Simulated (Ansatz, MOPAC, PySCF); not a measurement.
Torsion H3–O1–Ge2–H4 in GeH2O (SMILES [OH][GeH]); at each angle all else is relaxed with GFN2-xTB, and the levels are single points there.
Geometry at 180° (charge 0, multiplicity 1):
```xyz
4

O     -0.8204     0.2793     0.2874
Ge     0.7808     0.6234    -0.3681
H     -1.3957    -0.3737    -0.1074
H      1.0484     1.7551     0.8013
```

On the grid 0° to 330°, 120° is the highest and 180° the lowest point at CCSD(T)/CBS(cc-pVTZ, cc-pVQZ).

Correlated levels freeze the cores. Filled d and f shells under p-block atoms count as core. CBS(a, b) extrapolates the correlation energy as X⁻³ and adds the Hartree–Fock energy of set b. Rows in 3-21G, 6-31G*, LANL2DZ carry no dispersion term and start afresh at each structure (6-31G* with six Cartesian d functions); the Pople sets are all-electron and without relativity. LANL2DZ brings its own core potentials from Na on. The state reached by AM1 isn't checked.

Codes used: Ansatz (a first-principles code) with Gaussian orbitals; MOPAC for AM1 (differences of heats of formation); PySCF for 3-21G rows, 6-31G* rows, LANL2DZ rows, the dispersion terms. Values without a source in brackets are computed.

| level | energy at 120° less that at 180° (meV) |
|---|---|
| AM1 | 514.3 |
| HF/cc-pVTZ | 321.0 |
| PBE/def2-TZVPP | 375.5 |
| B3LYP/3-21G | 333.5 |
| B3LYP/6-31G* | 421.9 |
| B3LYP/LANL2DZ | 228.9 |
| PBE0-D4/def2-TZVPP | 362.7 |
| M06-2X/6-31G* | ? |
| CCSD(T)/CBS(cc-pVTZ, cc-pVQZ) | 356.0 |

### Question
Complete the blanks.

### Answer

- M06-2X/6-31G*, energy at 120° less that at 180° (meV): 389.8
